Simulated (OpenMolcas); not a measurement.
Mo4+: moving or changing the point charges

Mo4+ among 6 point charges of -1.7 e arranged as an octahedron (Oh), 2.08 Å from the ion.
```
   2.0800    0.0000    0.0000  -1.70
   0.0000    2.0800    0.0000  -1.70
  -2.0800    0.0000    0.0000  -1.70
   0.0000   -2.0800    0.0000  -1.70
   0.0000    0.0000    2.0800  -1.70
   0.0000    0.0000   -2.0800  -1.70
```

```yaml
Program: OpenMolcas 26.06
Method: "SS-CASPT2, IPEA 0.25 Eh, imaginary shift 0.1 Eh (closed shells correlated: 4s 4p)"
Basis: ANO-RCC-VDZP [6s5p3d1f]
Scalar_Hamiltonian: DKH2, point nucleus
Active_space: 2 electrons in 5 orbitals (4d)
State_averaging: 2S+1 = 3 even, 10 roots; 2S+1 = 1 even, 15 roots
Spin-orbit_coupling: RASSI with atomic mean-field integrals over the reference wave functions
```

Runs around this geometry, states (labels of O, the rotations of Oh). Energies in cm-1 above the lowest state or level, χT in cm3 K/mol; under a threefold ground state the first gap can be a small split of the lowest multiplet, not the spin-orbit step; 10Dq and B are least-squares fits to the states below 45000 cm-1, weighted by degeneracy, with a free offset, and given where the rms deviation is under 5 % of |10Dq| (or 100 cm-1) and under 700 cm-1.

```csv
R (Å),q (e),Ground state,First state of that spin,10Dq,B (rms of fit),First gap with spin-orbit (degeneracies),χT at 300 K,First state of another spin
2.08,-1.1,3T1,3T2 4500,,,"270 (2, 3)",0.195,1T2 10120
2.08,-1.7,3T1,3T2 7300,8919,710 (313),"190 (2, 3)",0.220,1T2 10280
2.27,-1.7,3T1,3T2 4830,,,"260 (2, 3)",0.197,1T2 10140
```

Taking the first state of the same spin as R^-n, n = -ln(4830 / 7300) / ln(2.27 / 2.08) = 4.7 between the shortest and longest distance.

Scaling the charges by -1.1 / -1.7 = 0.65 scales the first state of the same spin by 4500 / 7300 = 0.62; with fixed orbitals a first-order splitting would follow the charge.

Roots that are degenerate in the reference are averaged as groups; the widest CASPT2 spread within a group is 380 cm-1 (the 3-fold group of multiplicity 1 near 19900 cm-1 above the lowest state of its run, R = 2.08, q = -1.7). Shifts and gaps below about the spread of the groups concerned are not significant. An orbital triplet at a regular site is open to Jahn-Teller coupling, which can distort the site and quench the lowest spin-orbit gaps and is left out. Free-ion shares, where given, are those of the reference states; single-state CASPT2 does not remix them. This field is weak: 10Dq is about 5861 cm-1, while octahedral complexes of 4d ions of charge 3 and more, computed by the same method with explicit ligands, had a median near 25000 cm-1. Ground spin and moment need not be those of a real site (figures for R = 2.08, q = -1.1; the like holds for R = 2.08, q = -1.7, R = 2.27, q = -1.7). Point charges carry no covalency, so the field is a model and not that of real ligands. No measured value stands beside these numbers.
